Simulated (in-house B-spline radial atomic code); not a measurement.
A calculation on F4+: its settings, and results tabulated from the run. All numbers are computed (scalar-relativistic (X2C) CAM-B3LYP, spin-polarised, spherical fractional occupations; Fermi nucleus of rms radius 2.8976 fm) with an all-electron radial atomic-structure program (B-spline basis), not measured.

In the input, 3d5,1 would mean five up and one down electron.

Command:
```bash
python run_scf.py task.json out
```
Settings (nuclear radius in fm, mass in u):
```
Z                9
configuration    1s2 2s2 2p1,0
hamiltonian      x2c
method           camb3lyp
spin_polarised   True
nucleus          fermi
rms_radius       2.8976
atomic_mass      18.9984
speed_of_light   137.035999084
```

Output (hartree, bohr):
```
 radial grid: 66 intervals, B-splines of order 8, outer radius 8.5106 bohr

 iter        energy (Eh)    residual
    1         -91.410401    2.92e-01
    2         -92.199620    2.92e-02
    3         -92.208262    1.31e-02
    4         -92.209963    5.93e-03
    5         -92.210372    5.83e-04
    6         -92.210378    2.39e-05
    7         -92.210378    9.07e-07
    8         -92.210378    5.28e-08

 total energy                       -92.21038
 kinetic                              92.3119
 electron-nucleus                   -201.9472
 Hartree                              25.0162
 exact exchange                       -1.7373
 exchange-correlation                 -5.8540

 orbital      occ     eigenvalue          <r>       <r^2>       <1/r>       <r^4>       r_max
 1s up      1.000       -29.0959     0.175631   0.0415906     8.66197  0.00449349      0.1142
 1s down    1.000       -29.0425     0.175285   0.0414029     8.67405  0.00444252      0.1141
 2s up      1.000        -4.5203     0.835503      0.8221     1.75104     1.17166      0.6951
 2s down    1.000        -4.3751      0.84462    0.841193     1.72828     1.23426      0.6994
 2p up      1.000        -3.6599     0.774471    0.735589     1.65789     1.08691      0.5952
```

Time taken, with all properties: 0.16 s on 1 thread of Arm Neoverse V1, on a shared host.

Caution: exact exchange at fractional occupations of open shells leaves self-interaction of up to several eV.
